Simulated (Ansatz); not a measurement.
## Molecular dynamics of CH$_{2}$BNO$_{2}$

Input:

```yaml
crystal:
  periodic: [false, false, false]
  atoms:
    - { symbol: O, position_ang: [-1.251725, 0.847408, 1.018486] }
    - { symbol: B, position_ang: [-0.3845, 0.177577, 0.286433] }
    - { symbol: "N", position_ang: [0.745751, 0.565531, -0.639643] }
    - { symbol: C, position_ang: [0.821939, -0.719889, -0.670134] }
    - { symbol: O, position_ang: [-0.163921, -1.256454, 0.163079] }
    - { symbol: H, position_ang: [-1.234715, 1.776679, 0.928337] }
    - { symbol: H, position_ang: [1.517255, -1.470717, -1.120751] }
basis:
  gaussian: { orbitals: def2-SVP }
hamiltonian:
  xc: pbe0
  dispersion: d4
md:
  timestep: 0.5
  n_steps: 150
  ensemble: nvt_nose_hoover
  temperature: 400.0
  initial_velocities: maxwell_boltzmann
  seed: 906938
  nose_hoover: { tau: 300.0, chain_length: 3 }
```

Run as:

```bash
$ ansatz run input.yaml --threads 1 --pin off --max-ram 2048MiB --backend cpu --events-out ev --progress --plain --runs-dir out
```

It goes on from the last frame of an earlier run, with new velocities.

Output, in part (step lines, the closing report, with atoms numbered from 0):

```
md step     0: t =     0.00 fs  T =   400.0 K  F+E_penalty+E_count = -7317.56696817 eV  E_kin = 0.258520 eV  conserved = -7317.30844817 eV  (27 SCF iters)
[... lines left out ...]
Total energy: -7317.40687674 eV, -268.9097428035 hartree
Atom 0 at    -1.267541     0.824443     0.985785 Å, force     0.129977    -1.458882     0.147022 eV/Å
Atom 1 at    -0.321018     0.178247     0.297836 Å, force    -1.152886     0.245349     0.466961 eV/Å
Atom 2 at     0.764130     0.569067    -0.639295 Å, force    -0.208693    -0.831267    -0.206087 eV/Å
Atom 3 at     0.800244    -0.708284    -0.714506 Å, force     0.174016    -0.093312     1.681287 eV/Å
Atom 4 at    -0.192955    -1.250684     0.208154 Å, force     1.164529     1.499934    -1.468984 eV/Å
Atom 5 at    -1.255692     1.755082     1.148289 Å, force     0.308520     0.869994    -0.248337 eV/Å
Atom 6 at     1.572407    -1.370812    -1.135497 Å, force    -0.415463    -0.231817    -0.371862 eV/Å
Dipole moment:     0.068610     0.202150     0.037629 e Å
```

The steps, from the saved trajectory:

| time (fs) | T (K) | potential energy less start (eV) | conserved less start (meV/atom) |
| --- | --- | --- | --- |
| 0.0 | 400 | 0.000 | 0.00 |
| 2.5 | 279 | 0.078 | -0.06 |
| 5.0 | 143 | 0.166 | -0.02 |
| 7.5 | 90 | 0.201 | 0.02 |
| 10.0 | 174 | 0.146 | -0.10 |
| 12.5 | 249 | 0.098 | 0.01 |
| 15.0 | 388 | 0.007 | -0.12 |
| 17.5 | 379 | 0.013 | -0.07 |
| 20.0 | 270 | 0.085 | -0.01 |
| 22.5 | 216 | 0.119 | -0.07 |
| 25.0 | 167 | 0.151 | 0.05 |
| 27.5 | 287 | 0.073 | -0.12 |
| 30.0 | 317 | 0.054 | 0.01 |
| 32.5 | 414 | -0.009 | -0.13 |
| 35.0 | 339 | 0.040 | -0.07 |
| 37.5 | 186 | 0.139 | 0.01 |
| 40.0 | 134 | 0.173 | -0.08 |
| 42.5 | 130 | 0.176 | 0.05 |
| 45.0 | 285 | 0.075 | -0.07 |
| 47.5 | 388 | 0.009 | -0.06 |
| 50.0 | 404 | -0.001 | -0.04 |
| 52.5 | 347 | 0.036 | -0.12 |
| 55.0 | 168 | 0.152 | 0.02 |
| 57.5 | 117 | 0.185 | -0.08 |
| 60.0 | 127 | 0.179 | 0.01 |
| 62.5 | 277 | 0.082 | -0.04 |
| 65.0 | 428 | -0.016 | -0.09 |
| 67.5 | 418 | -0.009 | -0.01 |
| 70.0 | 343 | 0.040 | -0.12 |
| 72.5 | 170 | 0.153 | 0.04 |
| 75.0 | 157 | 0.160 | -0.08 |

All steps were run. The conserved energy stayed within 0.15 meV per atom of its start (net change -0.081 meV per atom), so the integration is sound. The mean temperature of the second half is 35 % below the set value. A run of 0.075 ps of so small a system gives no equilibrium averages.

The same pairs are bonded in the first frame and the last. Pairs count as bonded within 1.25 times the sum of covalent radii (0.12 Å more for H–H).

Last frame:

```xyz
7
Properties=species:S:1:pos:R:3
O -1.268 0.824 0.986
B -0.321 0.178 0.298
N 0.764 0.569 -0.639
C 0.800 -0.708 -0.715
O -0.193 -1.251 0.208
H -1.256 1.755 1.148
H 1.572 -1.371 -1.135
```

Run time: 5.4 min on 1 CPU thread of a shared host.
